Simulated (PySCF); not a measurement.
Geometry (Å), atoms numbered from 1 in this order:
```xyz
16

Si    2.164    0.869    0.399
F     1.483    1.931   -0.594
F     3.719    1.225    0.521
S     1.963   -1.075   -0.421
Si    0.689   -0.696   -2.075
F     1.412    0.193   -3.191
F     0.428   -2.157   -2.676
S    -1.131    0.323   -1.694
Si   -2.087   -0.943   -0.290
F    -3.525   -0.281   -0.057
F    -2.302   -2.418   -0.879
S    -1.088   -1.306    1.548
Si   -0.635    0.659    2.191
F    -1.366    1.715    1.229
F    -1.196    0.866    3.675
S     1.439    1.061    2.381
```

Geometry: PBE0-D3(BJ)/def2-SVP; GIAO shifts from PySCF, gas phase, non-relativistic, averaged over equivalent atoms.

At B3LYP/pcSseg-1 (328 basis functions, 2.9 min wall time (6.1 min CPU) on 2 threads of an Intel Xeon Platinum 8259CL, shared host):
| atoms | δ (ppm) |
| --- | --- |
| Si1/Si5/Si9/Si13 | -10.8 |
| F2/F3/F6/F7/F10/F11/F14/F15 | -99.0 |
| S4/S8/S12/S16 | -100.8 |

References, each an isolated molecule treated in the same way: 29Si (σ = 337.86 ppm) vs TMS; 19F (σ = 171.94 ppm) vs CFCl3; CS2 for 33S (σ = 485.41 ppm).

What do these become at PBE0/pcSseg-1?

## Answers


```
                      atoms  δ at PBE0/pcSseg-1  change
           Si1/Si5/Si9/Si13                -9.1    +1.7
F2/F3/F6/F7/F10/F11/F14/F15               -95.3    +3.7
              S4/S8/S12/S16              -110.3    -9.5
```

References, each an isolated molecule treated in the same way: 29Si (σref 351.99) vs TMS; CFCl3 for 19F (σref 177.25); 33S (σref 495.66) against CS2.

The largest change is at S4/S8/S12/S16 (sulfur bonded to 2 Si). Cost: 328 basis functions.

The averaged F atoms aren't alike in the static structure (σ from 259 to 276 ppm); the average presumes fast exchange among these sites. Unscaled 19F shifts against computed CFCl3 carry errors that often reach 10 to 50 ppm.
